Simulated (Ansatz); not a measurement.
```yaml
crystal:
  periodic: [false, false, false]
  atoms:
    - {symbol: C, position_ang: [-1.986936, -0.833273, -0.717268]}
    - {symbol: C, position_ang: [-0.697932, -1.079367, -0.017930]}
    - {symbol: C, position_ang: [0.767639, -0.392414, -0.429938]}
    - {symbol: Si, position_ang: [1.096082, 1.268892, 0.809834]}
    - {symbol: Cl, position_ang: [3.222084, 2.108361, 0.476956]}
    - {symbol: H, position_ang: [-3.019839, -1.340844, -0.333402]}
    - {symbol: H, position_ang: [-2.051998, -0.123097, -1.702193]}
    - {symbol: H, position_ang: [-0.693915, -1.796434, 0.967330]}
    - {symbol: H, position_ang: [1.694621, -1.180019, -0.284828]}
    - {symbol: H, position_ang: [0.775528, -0.010021, -1.593456]}
    - {symbol: H, position_ang: [0.968405, 0.842444, 2.409956]}
    - {symbol: H, position_ang: [0.012500, 2.473835, 0.453017]}
basis:
  gaussian: {orbitals: x2c-TZVPPall}
magnetization: {spin_polarized: true, initial_magnetization: 8}
hamiltonian: {xc: {name: PBE0-DH}}
scf: {lower_state_search: full}
```

```sh
$ ansatz run in.yaml --threads 4 --pin off --events-out ev --progress --plain --max-ram 10444MiB
```

Shortened log:

```
Functional definition: PBE0-DH
1622 factors; integrals over basis functions are off by at most 9.8e-4 eV
mean field evaluation 1: about -23619.5641 eV, gradient 5.0e1 eV
mean field evaluation 2: about -23619.8401 eV, gradient 5.0e1 eV
mean field evaluation 4: about -23621.7025 eV, gradient 5.2e1 eV
mean field evaluation 8: about -23642.7886 eV, gradient 7.1e0 eV
mean field evaluation 16: about -23643.6384 eV, gradient 1.8e-1 eV
mean field evaluation 32: about -23643.6775 eV, gradient 5.0e-4 eV
mean field evaluation 256: about -23643.6772 eV, gradient 1.0e-2 eV
mean field -23643.67746230 eV, -868.8891204794 hartree, gradient 4.0e-6 eV, S^2 20.028621; 14 other end points of the search recorded, 0 dependent functions left out
13 core orbitals not correlated: weight in the atoms' cores, before any rotation towards them, 1.000 or more for the frozen orbitals, at most 0.000 for the correlated occupied ones
reference -23643.67748968 eV, -868.8891214854 hartree; 19, 11 occupied and 243, 251 virtual orbitals, 1622 factors
second order -24.60680379 eV of doubles, -0.00000000 eV of singles
Total energy: -23646.75334015 eV, -869.0021569054 hartree
Relativity: scalar
```

(1) What is wrong with this run?

## Answers

(1) The spin is set far too high for this molecule. The calculation finished and met its thresholds. The result belongs to that input, not to the molecule as meant.
